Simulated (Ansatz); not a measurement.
CH7NSSi (`[SiH3]NCS`) at its PBE0-D4/def2-TZVP geometry, where that method's forces vanish. Charge 0, multiplicity 1.

```
atom   x (Å)   y (Å)   z (Å)
 Si1   0.956   1.021   0.967
  N2   0.580  -0.490   0.220
  C3  -0.343  -0.630  -0.857
  S4  -2.082  -0.700  -0.238
  H5  -0.100   1.576   1.860
  H6   2.184   0.810   1.776
  H7   1.193   2.000  -0.125
  H8   0.683  -1.330   0.770
  H9  -0.252   0.226  -1.528
 H10  -0.149  -1.540  -1.425
 H11  -2.670  -0.944  -1.421
```

**Question.** For each bond, give half the difference of the two atoms' forces along it (eV/Å; positive pushes the atoms apart) under PBE-D4, r2SCAN-D4, B3LYP-D4, ωB97M-V in def2-TZVPP. (Estimate.)

**Answer.** The calculation gave: 
```
  bond  length (Å)  PBE-D4  r2SCAN-D4  B3LYP-D4  ωB97M-V
Si1–N2       1.728    0.10      -0.01      0.06     0.04
Si1–H5       1.490    0.03      -0.02     -0.08    -0.12
Si1–H6       1.485    0.05      -0.03     -0.10    -0.13
Si1–H7       1.486    0.06      -0.03     -0.07    -0.11
 N2–C3       1.425    0.02       0.13      0.20     0.33
 N2–H8       1.009    0.21       0.00     -0.06    -0.10
 C3–S4       1.847    0.23       0.23      0.27     0.00
 C3–H9       1.091    0.09      -0.07     -0.14    -0.13
C3–H10       1.091    0.08      -0.08     -0.15    -0.15
S4–H11       1.344    0.24       0.00     -0.03    -0.09
```

B3LYP here is the variant with VWN-RPA as its local correlation; programs differ in this.

Results of the Gaussian-basis code of Ansatz.
